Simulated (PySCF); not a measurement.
Spinor energies of Xe⁺ (xenon, charge +1)

Start: [Kr] 4d10 5s1 5p6; 5s1/2 filled at m_j = +1/2. Calculated with PySCF 2.14 in x2c-TZVPall-2c with one added diffuse shell each of s, p, d, f type (9s10p6d3f, 90 functions): generalised Hartree-Fock with the X2C-1e Hamiltonian and a Gaussian nucleus; one run each with spin-orbit coupling (SO) switched off, then screened by Boettger's factors. This is a chosen level, not necessarily the ground level.

```tsv
spinor shell	electrons	ε, spin-free (eV)	ε, screened SO (eV)	weight of nominal j (screened SO)	rms radius, screened SO (bohr)
1s1/2	2	-34739.6	-34735.4	1.000	0.0305
2s1/2	2	-5518.5	-5517.3	1.000	0.124
2p1/2	2	-4946.0	-5172.0	1.000	0.107
2p3/2	4	-4946.0	-4844.6	1.000	0.112
3s1/2	2	-1181.8	-1181.4	1.000	0.326
3p1/2	2	-992.61	-1036.7	1.000	0.318
3p3/2	4	-992.61	-972.64	1.000	0.330
3d3/2	4	-712.26	-720.02	1.000	0.302
3d5/2	6	-712.26	-706.74	1.000	0.305
4s1/2	2	-240.99	-240.89	1.000	0.762
4p1/2	2	-178.62	-187.48	1.000	0.796
4p3/2	4	-178.62	-174.56	1.000	0.823
4d3/2	4	-84.363	-85.605	0.995	0.936
4d5/2	6	-84.363	-83.444	0.996	0.947
5s1/2	1	-39.018	-39.000	1.000	1.95
5p1/2	2	-21.405	-23.398	0.716	2.27
5p3/2	4	-21.405	-20.455	0.858	2.40
```

```
   quantity    spin-free  screened SO
E (hartree)  -7441.36820  -7443.77983
        M_J          1/2          1/2
       ⟨J²⟩        0.763        0.763
       ⟨L²⟩        0.000        0.033
       ⟨S²⟩        0.763        0.796
```

Each row is a mean over spinors that exchange with the open shell spreads, by up to 2.965 eV (5p3/2).

Rows whose weight is well below 1 are mixtures of j = l ± 1/2: exchange outweighs spin-orbit coupling there, and the label is only the starting occupation.

Breit and QED terms are absent; they matter most for the inner s and p1/2 levels.

Densities and radii are taken from the X2C orbitals without a picture-change correction, which distorts them close to the nucleus.

Without spin-orbit coupling the j labels of p, d and f shells carry no meaning; the spin-free column gives the mean over the occupied spinors of each nl shell.
